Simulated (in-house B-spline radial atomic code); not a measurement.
How numerical settings move a run on Zr, [Kr] 4d2 5s2. Computed with a B-spline radial code for spherical atoms: non-relativistic BP86, spin-polarised, spherical fractional occupations, point nucleus.

Command:
```bash
python run_scf.py task.json out
```
Settings of the sound reference run:
```
Z                40
electrons        40
configuration    [Kr] 4d2 5s2
hamiltonian      nr
method           b88,p86
spin_polarised   True
knot_spacing     0.22
spline_order     8
gauss_points     12
box_radius       50
max_iterations   70
damping          0.5
damped_steps     3
diis_vectors     10
tolerance        1e-08
start            Thomas-Fermi
```

Run time, properties included: 0.19 s on 1 thread of Arm Neoverse V2 (shared host).

It converges in 10 iterations to -3541.276878 hartree, with 5s down at -4.0695 eV. The other runs change the listed settings, some to values that make no sense; their results aren't properties of the atom or ion. Radii are in bohr (the nuclear one in fm), a minus after a letter asks for a j subshell, and «unchanged» means within 1e-8 hartree. The run stops when the residual is below 10 × tolerance × max(1, Z/10), or a noise floor if that is larger, and the energy moves by less than 1e-8 × √|E| hartree; so very loose and very tight tolerances often act alike.

```tsv
changed settings	outcome
hamiltonian = dirac, method = r2scan, spin_polarised = False, nucleus = fermi, rms_radius = 4.2694, mass_number = 90, atomic_mass = 89.9047, speed_of_light = 137.036	stopped with error: meta-GGAs are not served with the Dirac Hamiltonian
first_knot = 0.0025	converged in 10 iterations, energy -2.21e-06 hartree from the reference, 5s down level -1.4e-06 eV
max_iterations = 2, damped_steps = 30, diis_vectors = 0	not converged after 2 iterations, last residual 2.0e-01, last energy +1.55e+00 hartree from the reference
max_iterations = 75, damping = 0.8, damped_steps = 30, tolerance = 0.0001, start = bare nucleus	converged in 33 iterations, energy unchanged, 5s down level +1.3e-04 eV
electrons = 41, configuration = [Kr] 4d2 5s3, max_iterations = 50	stopped with error: shell 5s holds at most 1 electrons (per spin)
first_knot = 2.5e-06	converged in 9 iterations, energy +1.33e-06 hartree from the reference, 5s down level -1.3e-04 eV
spline_order = 6	converged in 10 iterations, energy +3.19e-06 hartree from the reference, 5s down level -3.8e-07 eV
spline_order = 10	converged in 10 iterations, energy -4.79e-08 hartree from the reference, 5s down level -3.7e-06 eV
knot_spacing = 0.4, gauss_points = 16, max_iterations = 75, tolerance = 1e-06, start = bare nucleus	converged in 12 iterations, energy +7.90e-04 hartree from the reference, 5s down level +5.6e-05 eV
spline_order = 4	converged in 10 iterations, energy +1.57e-03 hartree from the reference, 5s down level +4.6e-05 eV
spline_order = 7	converged in 10 iterations, energy +4.54e-07 hartree from the reference, 5s down level -5.2e-06 eV
spline_order = 3	converged in 10 iterations, energy +9.36e-02 hartree from the reference, 5s down level +2.1e-03 eV
first_knot = 0.075	converged in 10 iterations, energy +3.56e-03 hartree from the reference, 5s down level -1.4e-06 eV
first_knot = 0.00025	converged in 10 iterations, energy -3.28e-06 hartree from the reference, 5s down level -1.7e-06 eV
spline_order = 5, gauss_points = 6, box_radius = 15, max_iterations = 75, diis_vectors = 0	converged in 21 iterations, energy +5.64e-05 hartree from the reference, 5s down level +7.5e-04 eV (the program warns: 5s down reaches the box edge; 4d up reaches the box edge)
electrons = 48, configuration = [Kr] 4d2 5s2 7s2 7p6, max_iterations = 60	not converged after 60 iterations, last residual 4.2e-06
```

(1) What happens with diis_vectors = 4?

(2) What happens with diis_vectors = 1?

(3) What happens with diis_vectors = 20?

(4) What happens with diis_vectors = 0?

Answers

(1) Converged in 11 iterations, energy unchanged, 5s down level +9.4e-07 eV.

(2) Not converged after 70 iterations, last residual 2.5e-01, last energy +2.35e+00 hartree from the reference.

(3) Converged in 10 iterations, energy unchanged.

(4) Converged in 21 iterations, energy unchanged, 5s down level +5.7e-06 eV.
